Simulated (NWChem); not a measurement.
The numbers come from NWChem runs, not from measurements. System: ClI, charge 1, spin multiplicity 2, at the geometry of a parent with another charge or spin, in a state set for the comparison that need not be this species' ground state. Its SCF solution wasn't tested for a lower state. Level: UMP2/def2-TZVPP with def2 effective core potentials on I, 9 core orbitals frozen.

Job file:

```
start mol
memory heap 200 mb stack 900 mb global 1100 mb
charge 1
geometry units angstroms nocenter noautoz
  Cl     0.000000     0.000000     1.784313
  I      0.000000     0.000000    -0.572327
  symmetry group C2v
end
basis spherical
  * library def2-tzvpp
end
ecp
  I library def2-ecp
end
scf
  uhf
  nopen 1
  maxiter 100
  thresh 1e-7
  semidirect memsize 60000000 filesize 0
  # guess.movecs holds the orbitals of an unrestricted PBE0 run
  vectors input guess.movecs output mol.movecs
end
mp2
  freeze core 9
end
task mp2 energy
```

Output (cleaned and shortened):

```
             Northwest Computational Chemistry Package (NWChem) 7.3.0
             --------------------------------------------------------

                                NWChem Input Module
                                -------------------

 Scaling coordinates for geometry "geometry" by  1.889725989
 (inverse scale =  0.529177249)

 Turning off AUTOSYM since
 SYMMETRY directive was detected!

                             Geometry "geometry" -> ""
                             -------------------------

 Output coordinates in angstroms (scale by  1.889725989 to convert to a.u.)

  No.       Tag          Charge          X              Y              Z
 ---- ---------------- ---------- -------------- -------------- --------------
    1 Cl                  17.0000     0.00000000     0.00000000     1.78431300
    2 I                   53.0000     0.00000000     0.00000000    -0.57232700

 Effective nuclear repulsion energy (a.u.)     202.3171555048

            Nuclear Dipole moment (a.u.)
            ----------------------------
        X                 Y               Z
 ---------------- ---------------- ----------------
     0.0000000000     0.0000000000    -0.0000188973

      Symmetry information
      --------------------

 Group name             C2v
 Group number             16
 Group order               4
 No. of unique centers     2

      Symmetry unique atoms

     1    2


 Summary of "ao basis" -> "" (spherical)
 ------------------------------------------------------------------------------
       Tag                 Description            Shells   Functions and Types
 ---------------- ------------------------------  ------  ---------------------
 *                         def2-tzvpp                 on all atoms

 Summary of "ao basis" -> "ao basis" (spherical)
 ------------------------------------------------------------------------------
       Tag                 Description            Shells   Functions and Types
 ---------------- ------------------------------  ------  ---------------------
 Cl                        def2-tzvpp               14       42   5s5p3d1f
 I                         def2-tzvpp               16       50   6s5p3d2f

                                 NWChem SCF Module
                                 -----------------

  ao basis        = "ao basis"
  functions       =    92
  atoms           =     2
  alpha electrons =    21
  beta  electrons =    20
  charge          =   1.00
  wavefunction    = UHF
  use symmetry    = T
  symmetry adapt  = T

 Summary of "ao basis" -> "ao basis" (spherical)
 ------------------------------------------------------------------------------
       Tag                 Description            Shells   Functions and Types
 ---------------- ------------------------------  ------  ---------------------
 Cl                        def2-tzvpp               14       42   5s5p3d1f
 I                         def2-tzvpp               16       50   6s5p3d2f

      Symmetry analysis of basis
      --------------------------

        a1         39
        a2          9
        b1         22
        b2         22

 Forming initial guess at       0.1s

   Symmetry analysis of molecular orbitals - initial alpha
   -------------------------------------------------------

  Numbering of irreducible representations:

     1 a1          2 a2          3 b1          4 b2

  Orbital symmetries:

     1 a1          2 a1          3 a1          4 b1          5 b2
     6 a1          7 a1          8 b1          9 b2         10 a1
    11 b1         12 b2         13 a2         14 a1         15 a1
    16 a1         17 a1         18 b1         19 b2         20 b1
    21 b2         22 a1         23 b1         24 a1         25 b2
    26 a2         27 a1         28 b1         29 b2         30 a1
    31 a1

   Symmetry analysis of molecular orbitals - initial beta
   ------------------------------------------------------

  Numbering of irreducible representations:

     1 a1          2 a2          3 b1          4 b2

  Orbital symmetries:

     1 a1          2 a1          3 a1          4 b1          5 b2
     6 a1          7 a1          8 b1          9 b2         10 a1
    11 b1         12 b2         13 a2         14 a1         15 a1
    16 a1         17 a1         18 b2         19 b1         20 b2
    21 b1         22 a1         23 a1         24 b2         25 b1
    26 a2         27 a1         28 b2         29 b1         30 a1
    31 a1

 Starting SCF solution at       0.1s

 ----------------------------------------------
         Quadratically convergent UHF

 Convergence threshold     :          1.000E-07
 Maximum no. of iterations :          100
 Integral*density screening:          1.000E-09
 ----------------------------------------------

              iter       energy          gnorm     gmax       time
             ----- ------------------- --------- --------- --------
                 1     -755.7892503045  6.49D-01  2.59D-01      1.7
                 2     -755.8049209892  8.05D-02  2.46D-02      1.8
                 3     -755.8095340241  3.39D-02  8.62D-03      2.1
                 4     -755.8099112844  9.27D-04  3.51D-04      2.4
                 5     -755.8099118812  1.95D-06  9.37D-07      2.9
                 6     -755.8099118812  2.88D-09  6.15D-10      3.3

       Final UHF  results
       ------------------

         Total SCF energy =   -755.809911881175
      One electron energy =  -1330.828572907572
      Two electron energy =    479.586040505286
 Nuclear repulsion energy =     95.432620521111

                       Sz =      0.5000
                 Sz(Sz+1) =      0.7500
[...]
              MO Center= -3.5D-16, -8.6D-16,  1.1D+00, r^2= 2.2D+00
   Bfn.  Coefficient  Atom+Function         Bfn.  Coefficient  Atom+Function
  ----- ------------  ---------------      ----- ------------  ---------------
    16      0.481184  1 Cl py                59      0.313477  2 I  py
    19      0.247335  1 Cl py                53     -0.247290  2 I  py
    13      0.213849  1 Cl py                56      0.198021  2 I  py
     7     -0.170226  1 Cl py

 Vector   19  Occ=1.000000D+00  E=-7.130246D-01  Symmetry=b1
              MO Center= -5.3D-14, -7.8D-16,  1.6D+00, r^2= 1.4D+00
   Bfn.  Coefficient  Atom+Function         Bfn.  Coefficient  Atom+Function
  ----- ------------  ---------------      ----- ------------  ---------------
    15      0.544282  1 Cl px                18      0.305749  1 Cl px
    12      0.240701  1 Cl px                 6     -0.192932  1 Cl px

 Vector   20  Occ=1.000000D+00  E=-6.464748D-01  Symmetry=b2
              MO Center= -8.3D-17,  4.7D-16,  4.9D-02, r^2= 2.8D+00
   Bfn.  Coefficient  Atom+Function         Bfn.  Coefficient  Atom+Function
  ----- ------------  ---------------      ----- ------------  ---------------
    59      0.544793  2 I  py                53     -0.421993  2 I  py
    56      0.349739  2 I  py                16     -0.326065  1 Cl py
    19     -0.204572  1 Cl py                62      0.156192  2 I  py
    13     -0.151256  1 Cl py

 Vector   21  Occ=0.000000D+00  E=-3.199531D-01  Symmetry=b1
              MO Center= -5.7D-13, -2.4D-15, -4.3D-01, r^2= 2.5D+00
   Bfn.  Coefficient  Atom+Function         Bfn.  Coefficient  Atom+Function
  ----- ------------  ---------------      ----- ------------  ---------------
    58      0.534479  2 I  px                52     -0.423108  2 I  px
    61      0.331481  2 I  px                55      0.318317  2 I  px
    15     -0.165309  1 Cl px                18     -0.156948  1 Cl px

 Vector   22  Occ=0.000000D+00  E=-2.443823D-01  Symmetry=a1
              MO Center=  3.0D-15, -7.6D-16,  1.2D-01, r^2= 3.7D+00
   Bfn.  Coefficient  Atom+Function         Bfn.  Coefficient  Atom+Function
  ----- ------------  ---------------      ----- ------------  ---------------
    60      0.497145  2 I  pz                63      0.393656  2 I  pz
    20      0.385345  1 Cl pz                17      0.365902  1 Cl pz
    54     -0.353445  2 I  pz                 5     -0.286809  1 Cl s
    57      0.280509  2 I  pz                47      0.231985  2 I  s
    48      0.196269  2 I  s                 14      0.166921  1 Cl pz

 Vector   23  Occ=0.000000D+00  E= 3.860977D-02  Symmetry=a1
              MO Center=  4.8D-15,  6.2D-15, -8.6D-01, r^2= 6.3D+00
   Bfn.  Coefficient  Atom+Function         Bfn.  Coefficient  Atom+Function
  ----- ------------  ---------------      ----- ------------  ---------------
    63      1.657026  2 I  pz                60     -1.182085  2 I  pz
     5     -0.479911  1 Cl s                 54      0.226580  2 I  pz
    48      0.162817  2 I  s

 center of mass
 --------------
 x =   0.00000000 y =   0.00000000 z =  -0.11946588

 moments of inertia (a.u.)
 ------------------
         543.706027890809           0.000000000000           0.000000000000
           0.000000000000         543.706027890809           0.000000000000
           0.000000000000           0.000000000000           0.000000000000

  Mulliken analysis of the total density
  --------------------------------------

    Atom       Charge   Shell Charges
 -----------   ------   -------------------------------------------------------
    1 Cl  17    16.94   2.01  0.45  1.51  1.15  0.86  4.18  1.70  1.02  2.79  1.23  0.00  0.01  0.05  0.00
    2 I   25    24.06   0.19 -0.77  1.59  1.00  1.25  0.70 -0.49  6.43  1.22  2.45  0.38  9.25  0.76  0.09  0.02  0.00

  Mulliken analysis of the alpha density
  --------------------------------------

    Atom       Charge   Shell Charges
 -----------   ------   -------------------------------------------------------
    1 Cl  17     8.45   1.01  0.22  0.76  0.58  0.43  2.09  0.85  0.51  1.38  0.60  0.00  0.00  0.02  0.00
    2 I   25    12.55   0.09 -0.39  0.79  0.50  0.63  0.35 -0.25  3.23  0.76  1.55  0.22  4.61  0.39  0.05  0.01  0.00

   Mulliken analysis of the beta density
   -------------------------------------

    Atom       Charge   Shell Charges
 -----------   ------   -------------------------------------------------------
    1 Cl  17     8.50   1.01  0.22  0.76  0.57  0.43  2.09  0.85  0.51  1.40  0.63  0.00  0.00  0.02  0.00
    2 I   25    11.50   0.09 -0.39  0.79  0.50  0.62  0.35 -0.24  3.21  0.45  0.90  0.15  4.63  0.37  0.05  0.01  0.00

   Mulliken analysis of the spin density
   -------------------------------------

    Atom       Charge   Shell Charges
 -----------   ------   -------------------------------------------------------
    1 Cl  17    -0.05   0.00  0.00 -0.00  0.00 -0.00 -0.00 -0.00  0.00 -0.02 -0.03 -0.00  0.00 -0.00 -0.00
    2 I   25     1.05  -0.00  0.00 -0.00 -0.00  0.01  0.00 -0.01  0.02  0.31  0.65  0.07 -0.02  0.02 -0.00 -0.00 -0.00

       Multipole analysis of the density wrt the origin
       ------------------------------------------------

     L   x y z        total         alpha         beta         nuclear
     -   - - -        -----         -----         ----         -------
     0   0 0 0      1.000000    -21.000000    -20.000000     42.000000

     1   1 0 0      0.000000      0.000000      0.000000      0.000000
     1   0 1 0     -0.000000      0.000000     -0.000000      0.000000
     1   0 0 1     -0.527124    -14.792723    -16.017536     30.283135

     2   2 0 0    -24.846801    -14.361765    -10.485036      0.000000
     2   1 1 0      0.000000      0.000000      0.000000      0.000000
     2   1 0 1      0.000000     -0.000000      0.000000      0.000000
     2   0 2 0    -27.132867    -14.019674    -13.113193      0.000000
     2   0 1 1      0.000000     -0.000000      0.000000      0.000000
     2   0 0 2    -19.416753   -122.119225   -119.821594    222.524066

                   NWChem MP2 Semi-direct Energy/Gradient Module
                   ---------------------------------------------

  Basis functions       =     92
  Molecular orbitals    =     92
  Frozen core           =      9
  Frozen virtuals       =      0
  Active alpha occupied =     12
  Active beta occupied  =     11
  Active alpha virtual  =     71
  Active beta virtual   =     72
  Use MO symmetry       = T
  Use skeleton AO sym   = T

  AO/Fock/Back tols     =   1.0D-09  1.0D-09  1.0D-09

 GA uses MA = F    GA memory limited = T

 Available:
  local mem=  1.26D+08
 global mem=  1.44D+08
 local disk=  0.00D+00
  mp2_memr nvloc                    71
  nvloc new                    71
   1 passes of  12:        4194304                      59849                  12062343.
   1 passes of  12: M    126137945           G      144162272           F     121943641.

 Semi-direct pass number   1 of   1  for UHF alpha       at        3.5s
  vrange nnbf                  4159
  mp2_eaftype                    46  avail_ma_in_mb                  1099
 EAF : mp2_eaftype filesize          46    6031172.
  mp2_eaf for mointskh                     46
Node 0 wrote     28.3 Mb in      0.1 s     Agg I/O rate:   564.2 Mb/s
 Done moints_semi at        8.1s
  mp2_eaftype                    46  avail_ma_in_mb                  1053
 EAF : mp2_eaftype filesize          46    6031172.
  mp2_eaf for kh                    46
 Done maket at        8.3s
 Done multipass loop at        8.3s

 GA uses MA = F    GA memory limited = T

 Available:
  local mem=  1.26D+08
 global mem=  1.44D+08
 local disk=  0.00D+00
  mp2_memr nvloc                    72
  nvloc new                    72
   1 passes of  11:        4194304                      56850                  11213907.
   1 passes of  11: M    126137945           G      144162272           F     121943641.

 Semi-direct pass number   1 of   1  for UHF beta        at        8.4s
  vrange nnbf                  4159
  mp2_eaftype                    42  avail_ma_in_mb                  1099
 EAF : mp2_eaftype filesize          42    5606954.
  mp2_eaf for mointskh                     42
Node 0 wrote     26.4 Mb in      0.0 s     Agg I/O rate:   540.5 Mb/s
 Done moints_semi at       12.9s
  mp2_eaftype                    42  avail_ma_in_mb                  1057
 EAF : mp2_eaftype filesize          42    5606954.
  mp2_eaf for kh                    42
 Done maket at       13.1s
 Done multipass loop at       13.1s

          -------------------------------------------
          SCF energy                -755.809911881175
          Correlation energy          -0.653766981179
          Singlet pairs                0.000000000000
          Triplet pairs                0.000000000000
          Total MP2 energy          -756.463678862354
          -------------------------------------------

          ---------------------------------------------------
                    Spin Component Scaled (SCS) MP2
          Same spin pairs                     -0.219028087934
          Same spin scaling factor             0.333333333333
          Opposite spin pairs                 -0.434738893245
          Opposite spin scaling fact.          1.200000000000
          SCS-MP2 correlation energy          -0.594696034538
          Total SCS-MP2 energy              -756.404607915713
          ---------------------------------------------------

 -----------------------
 Performance information
 -----------------------

 Timer overhead =  1.36D-07 seconds/call

               Nr. of calls         CPU time (s)                 Wall time (s)                GFlops
             ---------------    -------------------     ------------------------------   -------------------
Name         Min   Avg   Max    Min     Avg     Max     Min     Avg     Max   Mx/calls   Min     Max     Sum
mp2: moin     2     2     2    9.1     9.1     9.1      9.1     9.1     9.1     4.5      0.0     0.0     0.0
mp2: make     2     2     2   0.45    0.45    0.45     0.45    0.45    0.45    0.22      0.0     0.0     0.0
mp2: tota     1     1     1    9.7     9.7     9.7      9.7     9.7     9.7     9.7      0.0     0.0     0.0

 The average no. of pstat calls per process was 5.00D+00
 with a timing overhead of 6.82D-07s

 Task  times  cpu:       13.0s     wall:       13.0s

 Total times  cpu:       13.1s     wall:       13.1s
```
